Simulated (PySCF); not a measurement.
C5H7F. Atoms are numbered in the order given.

```xyz
13

C      0.1622    -2.2328     0.0000
C      0.7001    -1.0129     0.0000
C     -0.0814     0.2360     0.0000
F     -1.4282     0.0312     0.0000
C      0.3862     1.4451     0.7515
C      0.3862     1.4451    -0.7515
H     -0.9221    -2.3663     0.0000
H      0.7894    -3.1266     0.0000
H      1.7874    -0.8802     0.0000
H     -0.3972     2.0172     1.2544
H      1.3365     1.3875     1.2885
H      1.3365     1.3875    -1.2885
H     -0.3972     2.0172    -1.2544
```
Charge 0, spin multiplicity 1.

Coordinates come from a PBE0-D3(BJ)/def2-SVP optimisation. Other conformers were not sampled.

These are PBE/def2-TZVP in PySCF values and carry that method's errors.

Symmetry labels are those of the subgroup Cs that the program uses (full group Cs).

Computed valence orbital energies around the gap with their symmetry:
| orbital | symmetry | energy (eV) |
|---|---|---|
| HOMO−7 | A" | -10.73 |
| HOMO−6 | A' | -10.20 |
| HOMO−5 | A' | -9.41 |
| HOMO−4 | A" | -9.16 |
| HOMO−3 | A' | -8.82 |
| HOMO−2 | A" | -7.54 |
| HOMO−1 | A' | -7.40 |
| HOMO | A" | -5.94 |
| LUMO | A" | -0.86 |
| LUMO+1 | A' | 0.48 |
| LUMO+2 | A' | 0.97 |
| LUMO+3 | A" | 1.47 |
